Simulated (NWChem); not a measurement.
SiH3O2Cl; SMILES O[SiH](O)Cl

```xyz
7

Si    -0.0134     0.4369     0.3822
O     -1.2920     1.2518    -0.2430
O      1.3811     1.0443    -0.2566
Cl    -0.0716    -1.5805    -0.0957
H     -0.1147     0.5611     1.8478
H     -1.3076     1.3864    -1.1959
H      2.1139     0.4340    -0.3800
```
Atoms are numbered in this order, from 1.

All runs use the structure optimised with PBE0/def2-SVP.

Question: List the 4 lowest vertical singlet excitations from PBE/6-31+G* (spherical d), TDA (NWChem).

Answer: 
```json
[
 {"state": "S1", "energy (eV)": "6.91", "oscillator strength": "0.013", "leading excitation (squared amplitude)": "HOMO → LUMO (0.98)"},
 {"state": "S2", "energy (eV)": "7.10", "oscillator strength": "0.037", "leading excitation (squared amplitude)": "HOMO−1 → LUMO (0.93)"},
 {"state": "S3", "energy (eV)": "7.22", "oscillator strength": "0.047", "leading excitation (squared amplitude)": "HOMO−2 → LUMO (0.94)"},
 {"state": "S4", "energy (eV)": "7.48", "oscillator strength": "0.027", "leading excitation (squared amplitude)": "HOMO → LUMO+1 (0.46)"}
]
```
